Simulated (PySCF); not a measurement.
# `Fc1ccc(F)cc1`: ΔSCF against reference XPS values

Measured values to reproduce (core binding energies): C 1s of C3/C4/C7/C8 290.99 eV [1]; C 1s of C2/C5 292.95 eV [1]. Sources and the comparison follow the method.

Species: C₆H₄F₂.
SMILES with atom numbers: `[F:1][c:2]1[cH:3][cH:4][c:5]([F:6])[cH:7][cH:8]1`

Level of theory: delta-SCF UKS SCAN, pcX-2 on the ionised atom, pcseg-1 elsewhere, spin-free X2C (PySCF). Vertical ΔSCF values, vacuum level as zero.

```json
{"atom": "C3/C4/C7/C8", "environment": "aromatic CH carbon", "level": "C 1s", "this calculation (eV)": "290.92", "reference (eV)": "290.99", "difference (eV)": "-0.07", "source": "[1]"}
{"atom": "C2/C5", "environment": "aromatic C–F carbon", "level": "C 1s", "this calculation (eV)": "292.89", "reference (eV)": "292.95", "difference (eV)": "-0.06", "source": "[1]"}
```

[1] measured, gas; Chong, Molecules 2021, 26, 1947 (electron spectra of vapor-phase indole and four azaindoles)

Problem. How well does this level of theory reproduce the measurements here?

Solution. Over the 2 different measured values (2 distinct lines) the mean signed difference is -0.06 eV, the mean unsigned one 0.06 eV and the largest 0.07 eV. The calculation is vertical and has no vibrational structure, and measured positions depend on the energy calibration.

Problem. What does the calculation give for the levels without a reference value here?

Solution. F1/F6 F 1s 693.18 eV.

The listed C 1s values span 1.97 eV, from C3/C4/C7/C8 (bonded to 2 C (aromatic in the SMILES) and H) to C2/C5 (bonded to F and 2 C (aromatic in the SMILES)). Summing the Pauling electronegativity differences to the bonded atoms, each weighted by its formal bond order, gives -0.35 for the lowest site and +1.43 for the highest.

The first atom of each set that the bonding makes equivalent was ionised and stands for the set. Isolated species at its PBE0-D3(BJ)/def2-SVP geometry, gas phase.

On one thread of an Arm Neoverse V2 (shared host), this took 22 s wall.
